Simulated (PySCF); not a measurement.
Se(H)(NH2) (H₃NSe), SMILES N[SeH].

Geometry optimised at PBE0-D3(BJ)/def2-TZVP.

All values below come from PBE0-D3(BJ)/def2-TZVP (PySCF 2.14.0).

Frequencies are harmonic and unscaled.

```tsv
mode	ν (cm⁻¹)	IR (km/mol)	moving atoms (share of kinetic energy)
1	462	11.3	H 96 %
2	588	86.8	N 64 %, H 25 %, Se 11 %
3	797	28.3	H 77 %, N 18 %
4	891	35.4	H 85 %, N 12 %
5	1054	2.0	H 93 %
6	1593	20.1	H 92 %
7	2338	59.0	H 99 %
8	3542	7.2	H 96 %
9	3647	26.5	H 91 %, N 9 %
```
